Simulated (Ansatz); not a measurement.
Relaxation of CH8N2OSi (13 atoms, charge 0, multiplicity 1), to a largest force component of 0.015 eV/Å in at most 40 steps.

Method: Ansatz 0.2.0, RKS PBE0/STO-3G.

```xyz
13
Properties=species:S:1:pos:R:3:forces:R:3
N -1.274 -0.567 -1.018 0.08 0.15 -2.04
C -1.124 -0.275 0.409 0.41 0.30 1.15
Si 0.589 0.385 0.725 2.69 -0.09 1.58
N 1.807 -0.464 -0.230 -0.57 0.57 -0.63
O 0.867 1.909 0.149 -5.07 1.83 3.11
H -2.273 -0.851 -1.175 -0.19 -0.24 0.07
H -1.254 0.373 -1.525 0.12 -0.47 0.37
H -1.829 0.459 0.765 -1.03 0.54 0.59
H -1.254 -1.196 0.994 -0.15 -0.02 -0.06
H 1.041 0.279 2.173 -0.93 0.10 -1.28
H 1.206 -0.721 -1.054 0.38 -0.49 -0.52
H 1.930 -1.364 0.237 0.51 -1.64 0.41
H 1.589 1.997 -0.433 3.77 -0.55 -2.76
```

Problem. Where does it end, and by what steps?

Solution. It converged. The force dipped under the threshold on the way, but the program's further checks kept it going. Limits of this set-up: minimal basis. After 16 steps the energy has fallen by 0.774 eV; H11 moved furthest, 0.33 Å.

| step | energy less start (eV) | largest force component (eV/Å) | accepted |
| --- | --- | --- | --- |
| 0 | 0.0000 | 5.074 | yes |
| 1 | -0.6587 | 1.127 | yes |
| 2 | -0.7278 | 0.667 | yes |
| 3 | -0.7515 | 0.319 | yes |
| 4 | -0.7628 | 0.183 | yes |
| 5 | -0.7066 | 0.750 | no |
| 6 | -0.7690 | 0.230 | yes |
| 7 | -0.7717 | 0.214 | yes |
| 8 | -0.7676 | 0.237 | no |
| 9 | -0.7735 | 0.035 | yes |
| 10 | -0.7738 | 0.020 | yes |
| 11 | -0.7739 | 0.016 | yes |
| 12 | -0.7740 | 0.012 | yes |
| 13 | -0.7742 | 0.028 | yes |
| 14 | -0.7742 | 0.027 | yes |
| 15 | -0.7743 | 0.017 | yes |
| 16 | -0.7743 | 0.010 | yes |

```xyz
13
Properties=species:S:1:pos:R:3
N -1.343 -0.518 -1.050
C -1.124 -0.237 0.421
Si 0.648 0.363 0.642
N 1.846 -0.590 -0.237
O 0.633 1.936 -0.016
H -2.359 -0.796 -1.137
H -1.340 0.434 -1.508
H -1.844 0.488 0.842
H -1.273 -1.183 0.963
H 1.034 0.333 2.042
H 1.412 -0.973 -1.109
H 2.114 -1.439 0.310
H 1.617 2.147 -0.147
```

Whether the end is a true minimum wasn't checked by a vibrational analysis.

Time of the run: 56 s on 1 thread of Arm Neoverse V1, on a shared host, peak memory 0.14 GiB.
